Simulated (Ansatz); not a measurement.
Consider the atomization: `[SiH3]O[SiH](Br)O[SiH3]` → Br• + 7 H• + 2 O• + 3 Si•.

Gas-phase electronic energies from Ansatz, PBE0-D4/def2-TZVP geometries. CCSD(T)/CBS adds triple-zeta CCSD(T) − MP2 to the extrapolated MP2 energy (def2 sets, frozen cores). This one scheme is used for every species, atoms too. Functionals use def2-TZVPP. No spin–orbit coupling; open shells (•) take unrestricted orbitals. Spin–orbit coupling would lower the free atoms: a little for O, Si; clearly for Br. For Br outer-core shells are correlated without core-valence functions, so the limit isn't a true one: a few kJ/mol of doubt a bond, and 10 to 20 or more in all where bonds break to atoms. Scalar relativity is left out up to krypton. Each species was taken in one conformer, which may not be the lowest.

```csv
level,ΔE (kJ/mol),difference from CCSD(T)/CBS
PBE-D4,4480.1,-78.7
r2SCAN-D4,4525.6,-33.2
PBE0-D4,4444.3,-114.5
PBE,4441.2,-117.6
PBE0,4410.4,-148.4
SCS-MP2/def2-TZVPP,4486.1,-72.7
CCSD/def2-TZVPP,4365.3,-193.5
MP2/def2-QZVPP,4571.6,12.8
SCS-MP2/def2-QZVPP,4580.3,21.5
MP2/CBS(def2),4626.9,68.1
CCSD(T)/CBS,4558.8,0
```

Largest T1 diagnostic among the species: 0.012.

The D4 term adds +63.1 kJ/mol with B3LYP and +33.9 kJ/mol with PBE0; it sums over pairs of atoms, weighted by their polarisabilities, and B3LYP, whose exchange is more repulsive, gets the larger term. From PBE to PBE0 (25 % exact exchange), in def2-TZVPP and without D4, ΔE moves by −30.8 kJ/mol: exact exchange takes away binding that semilocal exchange gives to molecules.

B3LYP here is the variant with VWN-RPA as its local correlation; programs differ in this.

For atomizations the MP2-based limit and the directly extrapolated one differ by several kJ/mol either way, and by 10 to 25 for some Ge, Se and Sn compounds, so smaller differences from it don't rank the levels.
